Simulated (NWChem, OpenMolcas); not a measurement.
# GaBr (SMILES [Ga][Br]): the dipole moment, rung by rung

The species is GaBr (2 atoms), meant as a singlet with charge 0. SMILES: `[Ga][Br]`. The shape is that of a PBE0-D4/def2-TZVP optimisation.

```xyz
2

Ga    0.0000    0.0000    0.0138
Br    0.0000    0.0000    2.3881
```

Each level gives the dipole moment (D). The values are calculated.

| level | kind | program | value (D) |
| --- | --- | --- | --- |
| HF/aug-cc-pVTZ | Hartree–Fock | OpenMolcas | 2.58 |
| BLYP/aug-cc-pVTZ | GGA | OpenMolcas | 2.41 |
| M06-L/aug-cc-pVTZ | meta-GGA | OpenMolcas | 2.39 |
| B3LYP/aug-cc-pVTZ | global hybrid | OpenMolcas | 2.55 |
| BHLYP/aug-cc-pVTZ | global hybrid | OpenMolcas | 2.67 |
| M06-2X/aug-cc-pVTZ | hybrid meta-GGA | OpenMolcas | 2.43 |
| PBE0/aug-cc-pVTZ | global hybrid | OpenMolcas | 2.49 |
| CAM-B3LYP/aug-cc-pVTZ | range-separated hybrid | NWChem | 2.65 |

All-electron rows without a relativistic Hamiltonian named are non-relativistic. The values span 2.39 to 2.67 D.
